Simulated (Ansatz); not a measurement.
`[CH3][Al]([F])[SiH2]F` + `C[SiH2]N` → `[CH3][Al]([CH3])[F]` + `N[SiH2][SiH2]F`  (redistribution)

Isolated molecules relaxed with PBE0-D4/def2-TZVP in Ansatz; ΔE leaves out vibrations. CCSD(T)/CBS adds triple-zeta CCSD(T) − MP2 to the extrapolated MP2 energy (def2 sets, frozen cores). DFT in def2-TZVPP. B3LYP here is the variant with VWN-RPA as its local correlation; programs differ in this. Each species was taken in one conformer, which may not be the lowest.

`[CH3][Al]([F])[SiH2]F`:

```xyz
10

C    -1.712    0.906   -0.395
Al    0.200    0.593   -0.473
F     1.135    1.613   -1.385
Si    1.488   -1.189    0.643
F     0.481   -2.115    1.501
H    -1.926    1.912   -0.019
H    -2.155    0.842   -1.394
H    -2.222    0.186    0.249
H     2.197   -2.084   -0.315
H     2.513   -0.665    1.589
```

`C[SiH2]N`:

Z-matrix (Å, degrees):
```
C
Si 1 1.871
H 1 1.093 2 111.2
H 1 1.094 2 110.5 3 119.8
H 1 1.093 2 111.2 3 -120.4
N 2 1.720 1 116.4 3 60.2
H 2 1.489 1 108.4 3 -179.4
H 2 1.489 1 108.4 3 -60.3
H 6 1.007 2 120.7 1 73.7
H 6 1.007 2 120.7 1 -73.5
```

`[CH3][Al]([CH3])[F]`:

Cartesian coordinates in Å:
```
C 1.367 -0.685 -0.860
Al 0.134 0.619 -0.118
C -1.453 0.233 0.934
F 0.457 2.221 -0.399
H 2.160 -0.220 -1.449
H 1.839 -1.272 -0.064
H 0.844 -1.402 -1.501
H -1.389 0.700 1.922
H -1.612 -0.838 1.078
H -2.348 0.644 0.456
```

`N[SiH2][SiH2]F`:

Cartesian coordinates in Å:
```
N 1.498 0.946 -0.170
Si 0.707 -0.551 0.147
Si -1.604 -0.154 0.128
F -1.988 0.590 -1.250
H 1.188 1.511 -0.945
H 2.495 1.026 -0.046
H 1.017 -1.668 -0.799
H 1.112 -1.018 1.502
H -2.390 -1.416 0.193
H -2.034 0.734 1.240
```

**Question.** Is it downhill or uphill in electronic energy at CCSD(T)/CBS, and by how much? (An estimate is asked.)

**Answer.** The calculation gave: Uphill: ΔE = +3.2 kJ/mol.

**Question.** What do these levels give: r2SCAN-D4, B3LYP-D4, PBE, SCS-MP2/def2-TZVPP, CCSD(T)/def2-TZVPP, MP2/CBS(def2)? (An estimate is asked.)

**Answer.** The calculation gave: r2SCAN-D4 0.6, B3LYP-D4 1.3, PBE 2.8, SCS-MP2/def2-TZVPP 3.8, CCSD(T)/def2-TZVPP 3.5, MP2/CBS(def2) 2.0 kJ/mol.

Largest T1 diagnostic among the species: 0.012.

In def2-TZVPP, CCSD(T) changes the Hartree–Fock value by −4.1 kJ/mol (the triples alone add −0.6 kJ/mol) and MP2 by −5.3 kJ/mol.
